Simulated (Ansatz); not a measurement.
Program: Ansatz.

input.yaml

```yaml
crystal:
  periodic: [false, false, false]
  atoms:
    - { symbol: O, position_ang: [0.132426, 0.521188, 1.127067] }
    - { symbol: C, position_ang: [-0.209409, 0.035999, -0.109532] }
    - { symbol: F, position_ang: [-1.544178, 0.250632, -0.222674] }
    - { symbol: S, position_ang: [0.710302, 0.840715, -1.510856] }
    - { symbol: Se, position_ang: [0.196663, -1.939882, -0.322504] }
    - { symbol: H, position_ang: [1.094854, 0.383981, 1.22886] }
    - { symbol: H, position_ang: [0.275572, 2.086428, -1.164502] }
    - { symbol: H, position_ang: [-0.564129, -2.23626, 0.918441] }
basis:
  gaussian: { orbitals: def2-SVP }
hamiltonian:
  xc: pbe
neb:
  order_check: false
  images: 7
  f_tol: 0.03
  max_iterations: 8
  initial_path: linear
  final_atoms:
    - { symbol: O, position_ang: [-0.61755119, 1.35291324, 0.61402101] }
    - { symbol: C, position_ang: [-0.6558612, 0.97308829, -0.51927651] }
    - { symbol: F, position_ang: [-1.20670495, -0.21680252, -0.87426925] }
    - { symbol: S, position_ang: [-0.04778247, 1.74680343, -1.9974883] }
    - { symbol: Se, position_ang: [0.65708035, -2.43436194, 0.67907722] }
    - { symbol: H, position_ang: [1.58076271, -2.83679621, 1.77088493] }
    - { symbol: H, position_ang: [0.41388903, 2.8325736, -1.31520175] }
    - { symbol: H, position_ang: [-0.03173128, -1.4746169, 1.58655265] }
  spring: -5.0
```

Run as:

```bash
$ ansatz run input.yaml --threads 2 --pin off --max-ram 3072MiB --backend cpu --events-out ev --progress --plain --runs-dir out
```

Question: What does the program answer?

Answer: The program refused the input.

```
Error: invalid value for `neb.spring`: must be finite and > 0; got -5 eV/Å²
```
